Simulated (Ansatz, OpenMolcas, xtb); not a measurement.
**A ladder of methods for BCNF2 (SMILES N#CB(F)F)**

The species is BCNF2 (5 atoms), meant as a singlet with charge 0. As SMILES, `N#CB(F)F`. The coordinates come from a PBE0-D4/def2-TZVP relaxation.

Each level gives the vertical electron affinity (to the doublet anion) (eV). The values are calculated.

The electron affinity is E(neutral) − E(anion): positive where the electron is bound.

```
              level                    kind     program  value (eV)  CPU time (all runs)
           GFN1-xTB          semi-empirical         xtb        4.76            under 2 s
       HF/6-311+G**            Hartree–Fock  OpenMolcas       -0.55                 36 s
    SVWN5/6-311+G**                     LDA      Ansatz        0.37                 10 s
   revPBE/6-311+G**                     GGA      Ansatz        0.10                 18 s
    M06-L/6-311+G**                meta-GGA  OpenMolcas       -0.06              2.5 min
     PBE0/6-311+G**           global hybrid  OpenMolcas        0.20              1.7 min
CAM-B3LYP/6-311+G**  range-separated hybrid      Ansatz        0.20                 19 s
      MP2/6-311+G**     perturbation theory      Ansatz       -0.65                 10 s
     CCSD/6-311+G**   coupled cluster or CI      Ansatz       -0.41              2.6 min
```

Where it was recorded, the anion's HOMO is positive in SVWN5/6-311+G**, revPBE/6-311+G**, M06-L/6-311+G**, PBE0/6-311+G**, CAM-B3LYP/6-311+G**: a fault of the level (basis or self-interaction), which says nothing on whether the real anion is bound. The values span -0.65 to 4.76 eV. The xTB values lack the empirical shift that such differences need. Times are those of the runs behind each value, whatever else they computed, on shared processors of several kinds: orders of magnitude only.
